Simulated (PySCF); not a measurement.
Isomers of H10OSi4, one GFN2-xTB conformer each. Single-point energies are computed at PBE0/pcSseg-1 (PySCF, gas phase, no added dispersion term), electronic only.

```
                    SMILES  GFN2-xTB relative energy (kcal/mol)
 [SiH3]O[SiH2][SiH2][SiH3]                                  0.0
O[SiH2][SiH]([SiH3])[SiH3]                                 47.6
```

Conformers: `[SiH3:1][O:2][SiH2:3][SiH2:4][SiH3:5]` with Si1–O2–Si3–Si4 -14°, O2–Si3–Si4–Si5 -155°; `[OH:1][SiH2:2][SiH:3]([SiH3:4])[SiH3:5]` with H–O1–Si2–Si3 180°, O1–Si2–Si3–Si4 63°.

Question: What does PBE0/pcSseg-1 give for the same structures?

Answer: 
```
                    SMILES  PBE0/pcSseg-1 E (Eh)  PBE0/pcSseg-1 (kcal/mol)  GFN2-xTB (kcal/mol)  point group
 [SiH3]O[SiH2][SiH2][SiH3]           -1238.62682                       0.0                  0.0           C1
O[SiH2][SiH]([SiH3])[SiH3]           -1238.60364                      14.5                 47.6      near Cs
```

Both levels put the same isomer lowest. As drawn, the higher has an O–H bond, which the lower lacks.

Question: Which frontier levels, dipoles and rotational constants go with these structures?

Answer: 
| SMILES | HOMO (eV, PBE0/pcSseg-1) | LUMO (eV) | dipole (D) | A, B, C (MHz) |
| --- | --- | --- | --- | --- |
| [SiH3]O[SiH2][SiH2][SiH3] | -7.95 | -0.80 | 0.33 | 5407, 645.7, 602.1 |
| O[SiH2][SiH]([SiH3])[SiH3] | -8.17 | -0.78 | 1.51 | 1649, 1342, 886.2 |
